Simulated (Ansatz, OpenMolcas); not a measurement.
Correcting a cheap level on Si-containing radicals

The atomisation energy (no zero-point term) in kJ/mol of 7 Si-containing radicals: x at B3LYP/6-31G* (spherical functions), y at CCSD(T)/CBS estimate. Shapes, held fixed at every level: PBE0-D4/def2-TZVP. Flexible molecules stand in one conformer, not always the lowest. Programs: Ansatz 0.2.0, OpenMolcas 26.06. A level may come from different programs for different species; with the same settings they agree closely.

```
                     molecule  x (kJ/mol)  y (kJ/mol)
         SiH3 (silyl radical)         945         956
  SiCl3 (SMILES Cl[Si](Cl)Cl)        1051        1151
                SiH(OH)(SiH3)        2334        2423
   C2H2FSi (SMILES C#C[SiH]F)        2382           ?
Si2H5O (SMILES [SiH2]O[SiH3])        2425        2516
                SiH2(CH2)(OH)        2688        2767
                     Si(OH)3O        3051        3245
```

Task: Fit y = c + s·x to the known rows and predict y for C2H2FSi.

Result: 
1. Means of the 6 rows: x = 2082.33, y = 2176.3.
2. Σ(Δx)² = 3843079, Σ(Δx·Δy) = 4016785, so the slope is 4016785/3843079 = 1.0452.
3. Intercept: 2176.3 − (1.0452) × 2082.33 = -0.2. The largest residual of the fit is 56.
4. C2H2FSi: -0.2 + 1.0452 × 2382 = 2489 kJ/mol.

CCSD(T)/CBS estimate gives 2435 kJ/mol, so the prediction is off by +54 kJ/mol, within the largest residual. Uncorrected, B3LYP/6-31G* (spherical functions) misses C2H2FSi by -53 kJ/mol, and the other rows by 94 on average. The line doesn't help this one. Left out in turn, the other rows are missed by 59 kJ/mol on average. Spin contamination: C2H2FSi (⟨S²⟩ up to 0.82). Open shells run unrestricted. The CBS estimate extrapolates MP2 from def2-TZVPP and def2-QZVPP and adds CCSD(T) − MP2 in the triple-zeta set, cores frozen.
